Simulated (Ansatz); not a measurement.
Basis-set extrapolation for C$_{2}$H$_{7}$NOSi$_{2}$, SMILES `C[SiH]1N=C[SiH2]O1` (PBE0-D4/def2-TZVP geometry, frozen core, Ansatz). Multiplicity 1, RHF reference.

```json
{"": "HF", "def2-TZVPP": "-787.210257", "def2-QZVPP": "-787.238820"}
{"": "MP2 correlation", "def2-TZVPP": "-0.993248", "def2-QZVPP": "-1.065561"}
{"": "CCSD(T) correlation", "def2-TZVPP": "-1.083979", "def2-QZVPP": "not run"}
```

Energies in hartree. Use E(X) = E(∞) + A·exp(−7.88·√X) for Hartree–Fock and E(X) = E(∞) + B·X^(−2.97) for correlation, with X = 3 and 4, and add CCSD(T) minus MP2 of the smaller set to the MP2 limit.

Q: What is the CCSD(T) energy at the basis-set limit?

A: HF limit: -787.238820 + (-0.028563) × 0.13774 = -787.24275. MP2 limit: -1.065561 + (-0.072313) × 0.74074 = -1.11913. Higher-order term: -1.083979 − (-0.993248) = -0.09073. Total: -788.45261 hartree, 4.31 eV below CCSD(T)/def2-TZVPP.
